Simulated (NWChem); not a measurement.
System: C$_{4}$H$_{5}$N; SMILES C#C/C=N/C

```xyz
10

C     -0.1718     2.6096     0.0000
C      0.0574     1.4187     0.0000
C      0.4027     0.0280     0.0000
N     -0.4731    -0.8916     0.0000
C     -0.0220    -2.2499     0.0000
H     -0.3946     3.6610     0.0000
H      1.4911    -0.1924     0.0000
H     -0.4346    -2.7702    -0.8803
H      1.0805    -2.3670     0.0000
H     -0.4346    -2.7702     0.8803
```
Atoms are numbered in this order, from 1.

All runs: NWChem. All runs use the structure optimised with PBE0/def2-SVP. Level: PBE0/def2-SVP with SMD (1 M gas to 1 M solution), gas-phase geometry.

For solvent water:

```
Item                                         Value
-------------------------------------------  -----
solvation free energy (kcal/mol)              -5.0
cavity-dispersion-structure term (kcal/mol)    1.5
dipole in solution (D)                        1.94
```

Question: How do the values read with solvent toluene instead?

Answer: 
| Quantity | Result |
|---|---|
| solvation free energy (kcal/mol) | -3.7 |
| cavity-dispersion-structure term (kcal/mol) | -0.2 |
| dipole in solution (D) | 1.67 |
